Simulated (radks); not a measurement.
Values are calculated unless marked as measured or tabulated.
The table gives one normalised radial function P(r) = r R(r) of Hg61+ in [Ar] 3d1 (r in bohr). Level of theory: non-relativistic Kohn-Sham, PBE, spin-unpolarised, spherical densities, point nucleus; relativity is left out, which matters for an element this heavy (a radial shooting solver on a logarithmic mesh with Libxc functionals).

r,P
0.001208,0.0001
0.001676,0.0001
0.002309,0.0003
0.003205,0.0009
0.004449,0.0023
0.006176,0.0059
0.008573,0.0148
0.0119,0.0363
0.01652,0.0862
0.02275,0.1919
0.03158,0.4104
0.04384,0.8084
0.06086,1.4237
0.08449,2.1545
0.1173,2.6552
0.1628,2.4762
0.2242,1.5993
0.3113,0.6082
0.4321,0.1121
0.5998,0.0075

Which n and l does it have? It may be an empty orbital.

Answer. n = 3, l = 2: the number of nodes gives n - l - 1 = 0, the rise at small r (about r^(l+1)) gives l, and the extent must fit the shell. The curve is that of 3d. 3d: eigenvalue -6329.2 eV, 0 radial nodes, <r> = 0.152 bohr, 90 % of the charge inside 0.231 bohr.
